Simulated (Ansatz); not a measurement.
`O[SiH2][SiH2]Br` + `[NH2][AlH2]` → `[AlH2][NH][SiH2]Br` + `O[SiH3]` at 400 K and 1 bar (cleavage of the Si–Si bond).

Calculated with Ansatz (gas phase, PBE0-D4/def2-TZVP geometries, no zero-point term in ΔE). CBS: MP2 limit from def2 TZ/QZ plus the TZ coupled-cluster correction, frozen cores. This one scheme is used for every species. For Br outer-core shells are correlated without core-valence functions, which leaves a few kJ/mol of doubt a bond. Scalar relativity is left out up to krypton. One conformer a species, not always the lowest.

| species | CCSD(T)/CBS energy (Eh) | H − E (kJ/mol) | S (J/(mol·K)) |
| --- | --- | --- | --- |
| `O[SiH2][SiH2]Br` | -3229.74135 | 163.8 | 397.1 |
| `[NH2][AlH2]` | -299.14566 | 122.0 | 272.0 |
| `[AlH2][NH][SiH2]Br` | -3162.22405 | 160.3 | 393.0 |
| `O[SiH3]` | -366.69042 | 120.0 | 276.4 |

H − E and S are ideal-gas, rigid-rotor, harmonic terms from PBE0-D4/def2-TZVP, for one conformer and one mirror image of each species. 1 Eh = 2625.50 kJ/mol, R = 8.31446 J/(mol·K).

By hand: ΔE, ΔH, ΔS and ΔG.

ΔE = (-3162.22405) + (-366.69042) − (-3229.74135) − (-299.14566) = -0.02746 Eh = -72.1 kJ/mol. Δ(H − E) = 160.3 + 120.0 − 163.8 − 122.0 = -5.5, so ΔH = -77.6 kJ/mol. ΔS = 393.0 + 276.4 − 397.1 − 272.0 = 0.3 J/(mol·K). ΔG = -77.6 − 400 × (0.3)/1000 = -77.7 kJ/mol.

By hand: the equilibrium constant, and the temperature at which ΔG would vanish if ΔH and ΔS stayed fixed.

log₁₀ K = −ΔG/(RT ln 10) = 10.1. ΔH and −TΔS have one sign here, so there is no such temperature. One of them is within its doubt of zero, so this could turn.

The number of gas molecules stays the same, so ΔS is small and ΔH decides. A doubt of 5 kJ/mol in ΔE shifts log₁₀ K by 0.7 here. Other conformers and mirror images would add mixing entropy, several J/(mol·K) or more a flexible species. Modes under 60 cm⁻¹, often nearly free rotors, make the harmonic entropy too high. These are equilibria of isolated gas molecules and say nothing of rates. Largest T1 diagnostic: 0.011 (customary marks: 0.02 for closed shells, 0.045 for open ones).
